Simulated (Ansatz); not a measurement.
(1) Predict a relaxed structure of GeBr₂⁻, charge -1, doublet, at B3LYP-D4/def2-TZVPD (Ansatz).

Results:

(1) 
```xyz
3

Ge   -0.398   -0.891   -0.450
Br   -0.395    1.488   -1.314
Br    0.794   -0.597    1.763
```
Point group C2v (tolerance 0.1 Å). This is one stationary point.

The highest occupied level of the charge -1 doublet lies above zero (up to 0.07 eV). By energy differences its removal costs 2.03 eV (vertical, to the charge 0 singlet, at PBE0-D4/def2-TZVPD). The relaxation made no stability test and no search for a lower SCF solution. The structure comes from a short search, and lower isomers may exist.
